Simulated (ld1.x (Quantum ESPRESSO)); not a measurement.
u(r) = r·R(r): atom against pseudo-atom (Ni (Z = 28))

Columns: radius, all-electron u(r) and pseudo u(r) of the 4s shell (level -9.35 eV) of nickel in the configuration [Ne] 3s2 3p6 3d8 4s1.5 4p0; PW91, scalar-relativistic, RRKJ scheme, ld1.x (Quantum ESPRESSO) 7.5.

```json
{"r (bohr)": "0.108", "all-electron": "-0.1124", "pseudo": "-0.0162"}
{"r (bohr)": "0.215", "all-electron": "-0.1401", "pseudo": "-0.0329"}
{"r (bohr)": "0.322", "all-electron": "0.0597", "pseudo": "-0.0512"}
{"r (bohr)": "0.430", "all-electron": "0.2295", "pseudo": "-0.0720"}
{"r (bohr)": "0.538", "all-electron": "0.2926", "pseudo": "-0.0960"}
{"r (bohr)": "0.645", "all-electron": "0.2639", "pseudo": "-0.1241"}
{"r (bohr)": "0.752", "all-electron": "0.1783", "pseudo": "-0.1571"}
{"r (bohr)": "0.860", "all-electron": "0.0641", "pseudo": "-0.1963"}
{"r (bohr)": "0.968", "all-electron": "-0.0580", "pseudo": "-0.2416"}
{"r (bohr)": "1.075", "all-electron": "-0.1746", "pseudo": "-0.2924"}
{"r (bohr)": "1.182", "all-electron": "-0.2807", "pseudo": "-0.3479"}
{"r (bohr)": "1.290", "all-electron": "-0.3742", "pseudo": "-0.4066"}
{"r (bohr)": "1.398", "all-electron": "-0.4530", "pseudo": "-0.4650"}
{"r (bohr)": "1.505", "all-electron": "-0.5171", "pseudo": "-0.5194"}
{"r (bohr)": "1.612", "all-electron": "-0.5681", "pseudo": "-0.5672"}
{"r (bohr)": "1.720", "all-electron": "-0.6076", "pseudo": "-0.6065"}
{"r (bohr)": "1.828", "all-electron": "-0.6364", "pseudo": "-0.6358"}
{"r (bohr)": "1.935", "all-electron": "-0.6556", "pseudo": "-0.6555"}
{"r (bohr)": "2.042", "all-electron": "-0.6668", "pseudo": "-0.6668"}
{"r (bohr)": "2.150", "all-electron": "-0.6712", "pseudo": "-0.6712"}
{"r (bohr)": "2.258", "all-electron": "-0.6696", "pseudo": "-0.6696"}
{"r (bohr)": "2.365", "all-electron": "-0.6631", "pseudo": "-0.6631"}
{"r (bohr)": "2.472", "all-electron": "-0.6525", "pseudo": "-0.6525"}
{"r (bohr)": "2.580", "all-electron": "-0.6383", "pseudo": "-0.6383"}
{"r (bohr)": "2.688", "all-electron": "-0.6214", "pseudo": "-0.6214"}
{"r (bohr)": "2.795", "all-electron": "-0.6024", "pseudo": "-0.6024"}
```

How many radial nodes do the two functions have?

The all-electron 4s function has n − l − 1 = 3 (the table is too coarse to show those close to the nucleus); the pseudo-wave has 0, since the states of the same l below it are removed with the core.

At about which radius was the pseudo-wave matched?

2.15 bohr. The columns agree to 0.0005 from 1.94 bohr on; several derivatives are matched, so the curves merge somewhat inside the radius.

Is the pseudo-wave norm-conserving?

Yes: the RRKJ scheme keeps the norm inside the radius equal to the all-electron one, which fixes the energy derivative of the logarithmic derivative at the level.
